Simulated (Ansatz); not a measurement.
A nudged elastic band was laid between two geometries of ClFH2O2Zr + H2 (9 atoms, charge 0, multiplicity 1).

These are results of RKS r2SCAN-D4/def2-SVP (Ansatz 0.2.0), not measurements.

```
movable images  : 5
climbing image  : yes
spring          : 5.0 eV/Å²
optimiser       : quadratic models (default)
start path      : through a guess of the saddle point
force threshold : 0.05 eV/Å
iteration limit : 60
end points      : relaxed
```

Image 0:

```xyz
9
Properties=species:S:1:pos:R:3
Zr 0.087 -0.269 -0.039
F 0.231 -0.144 1.867
O 1.865 -0.258 -0.729
H 2.718 -0.159 -1.155
O -0.878 1.236 -0.709
H -1.278 2.016 -1.098
Cl -0.965 -2.296 -0.718
H -2.819 -0.403 1.420
H -2.302 -0.213 1.942
```

Image 6:

```xyz
9
Properties=species:S:1:pos:R:3
Zr -0.050 0.076 -0.333
F -0.384 0.470 1.510
O 1.803 -0.335 -0.532
H 2.735 -0.471 -0.712
O -0.527 1.606 -1.369
H -0.670 2.367 -1.935
Cl -1.354 -1.788 -1.026
H -2.708 -1.484 2.583
H -2.186 -0.932 2.596
```

**Question.** What changes between the two ends?

**Answer.** No bond is made or broken.

**Question.** What energy profile does the band end with?

**Answer.** The run converged. The highest image is number 6 of 0 to 6, 0.4 kcal/mol above the first end and 0.0 kcal/mol above the last; the last end lies 0.4 kcal/mol above the first. The highest image is an end point: on this band no image between the ends rises above it.

```
image  path coordinate (Å)  energy (kcal/mol)
    0                 0.00                0.0
    1                 0.58                0.1
    2                 1.16                0.1
    3                 1.74                0.2
    4                 2.32                0.3
    5                 2.90                0.4
    6                 3.27                0.4
```

The run took 5.7 min on 4 threads of Arm Neoverse V1, on a shared host, peak memory 0.21 GiB.
